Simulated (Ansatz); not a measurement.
Total energies of Si(NMe2)H3 (C2H9NSi) from Ansatz at PBE0-D4/def2-TZVP, gas phase (1 Eh = 27.2114 eV = 2625.5 kJ/mol). The reference geometry is relaxed at PBE0-D4/def2-SVP.

| state | geometry | energy (Eh) |
| --- | --- | --- |
| charge 0 singlet | reference | -425.64670 |
| charge 1 doublet | reference | -425.34012 |
| charge 1 doublet | relaxed at PBE0-D4/def2-SVP | -425.35249 |
| free Si atom (triplet) | – | -289.24943 |
| free N atom (quartet) | – | -54.54382 |
| free C atom (triplet) | – | -37.80537 |
| free H atom (doublet) | – | -0.50104 |

Work out the vertical ionisation energy to the doublet.

E(charge 1 doublet) − E(charge 0 singlet) = -425.34012 − (-425.64670) = 0.30658 Eh = 8.34 eV. For comparison, −ε of the highest occupied level is 6.36 eV at this level, 1.98 eV less.

How much does the charge 1 doublet relax, and what is the adiabatic ionisation energy?

Relaxation: -425.34012 − (-425.35249) = 0.01237 Eh = 0.34 eV. Adiabatic ionisation energy: 0.29421 Eh = 8.01 eV, without zero-point energy. 

What is the binding energy per atom against free atoms?

Atoms: 1 × (-289.24943) + 1 × (-54.54382) + 2 × (-37.80537) + 9 × (-0.50104) = -423.91335 Eh. Binding: -423.91335 − (-425.64670) = 1.73335 Eh = 47.17 eV, or 3.63 eV for each of 13 atoms (no zero-point energy, no counterpoise term).
